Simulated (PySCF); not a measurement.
Computed spin Hamiltonian

C₅H₇N₂ (doublet state).
Cartesian coordinates in Å at the GFN2-xTB level; atoms count from 1:
```xyz
14
C5H7N2 angstrom
C      2.4056   -0.6541    0.0198
C      1.4553    0.1297   -0.5298
N      0.1432    0.1734   -0.1763
C     -0.8034    1.0517   -0.7105
N     -2.0366    0.6660   -0.1706
C     -1.8078   -0.2587    0.8038
C     -0.4953   -0.5789    0.7981
H      2.2061   -1.3364    0.8244
H      3.4133   -0.6124   -0.3449
H      1.7036    0.8031   -1.3386
H     -0.7459    1.3376   -1.7472
H     -2.8708    1.2159   -0.2653
H     -2.5955   -0.6414    1.4212
H      0.0274   -1.2959    1.3937
```

The hyperfine couplings belong to this conformer and change with its torsions.

The species is `C=CN1[CH]NC=C1` [radical].

Computed, not measured: UKS B3LYP, pcH-1 on C H N, non-relativistic, mean-field spin-orbit, GIAO in PySCF. Isolated species at its GFN2-xTB geometry (one conformer only). Couplings are sensitive to structure, and on GFN2-xTB geometries they can be far from those on DFT ones. No stability test was run, so a lower SCF solution isn't excluded.

- g1, g2, g3: 2.00207, 2.00297, 2.00337
- g_iso: 2.00280
- Form of g: rhombic: the two nearest values differ by 31 % of g3 − g1
- ⟨S²⟩: 0.7628 (exact 0.7500)
- α and β electrons: 26, 25
- HOMO–LUMO gap, α and β orbitals: 3.07, 5.40 eV
- Total energy: -304.16960 Eh

Hyperfine couplings atom by atom, in MHz; T1 to T3 are the principal values of the dipolar part; ρ(0) is the spin density at the nucleus:

| atom | isotope | a_iso | T1 | T2 | T3 | Mulliken spin population | ρ(0) (bohr⁻³) |
| --- | --- | --- | --- | --- | --- | --- | --- |
| C1 | 13C | 18.5 | -19.1 | -18.2 | 37.3 | 0.26 | 0.0165 |
| C2 | 13C | -11.5 | -3.5 | -0.3 | 3.8 | -0.06 | -0.0102 |
| N3 | 14N | 4.3 | -8.0 | -7.4 | 15.4 | 0.08 | 0.0132 |
| C4 | 13C | 149.5 | -52.1 | -51.0 | 103.1 | 0.60 | 0.1330 |
| N5 | 14N | 4.1 | -9.2 | -8.7 | 17.9 | 0.11 | 0.0128 |
| C6 | 13C | -12.2 | -11.1 | 4.7 | 6.4 | -0.07 | -0.0109 |
| C7 | 13C | 5.0 | -7.0 | -4.8 | 11.8 | 0.09 | 0.0044 |
| H8 | 1H | -15.4 | -7.7 | -0.3 | 8.0 | -0.01 | -0.0034 |
| H9 | 1H | -16.0 | -9.6 | 0.0 | 9.6 | -0.01 | -0.0036 |
| H10 | 1H | 0.8 | -4.2 | -1.5 | 5.7 | 0.00 | 0.0002 |
| H11 | 1H | 40.3 | -22.7 | -1.9 | 24.7 | 0.00 | 0.0090 |
| H12 | 1H | -2.0 | -11.1 | -4.6 | 15.7 | 0.00 | -0.0005 |
| H13 | 1H | 4.1 | -2.4 | 0.0 | 2.4 | 0.00 | 0.0009 |
| H14 | 1H | -6.0 | -3.3 | -1.5 | 4.7 | 0.00 | -0.0013 |

The Mulliken spin populations are largest on C4 (+0.60), C1 (+0.26), N5 (+0.11) and C7 (+0.09). The angles at C4 add up to 345.4°, so it is pyramidal.

Axes: g2 points within 6° of the N5–C6 bond and g3 points within 13° of the C1–H9 bond.

Under fast tumbling the dipolar parts average out, and these isotropic splittings remain (the largest six): 1 × 1H (H11, I = 1/2, 2 lines) with 1.44 mT, 1 × 1H (H9, I = 1/2, 2 lines) with 0.57 mT, 1 × 1H (H8, I = 1/2, 2 lines) with 0.55 mT, 1 × 1H (H14, I = 1/2, 2 lines) with 0.21 mT, 1 × 14N (N3, I = 1, 3 lines) with 0.15 mT and 1 × 14N (N5, I = 1, 3 lines) with 0.15 mT.

The 13C coupling of C4 (149.5 MHz) shows only in satellite lines or after enrichment, since that isotope makes up about 1.07 % of natural carbon.

The spin density at the nucleus, in bohr⁻³, is negative for C6 (-0.0109), C2 (-0.0102) and H9 (-0.0036), for instance. A restricted open-shell determinant has no negative spin density anywhere; here it arises because α and β orbitals differ (spin polarisation).
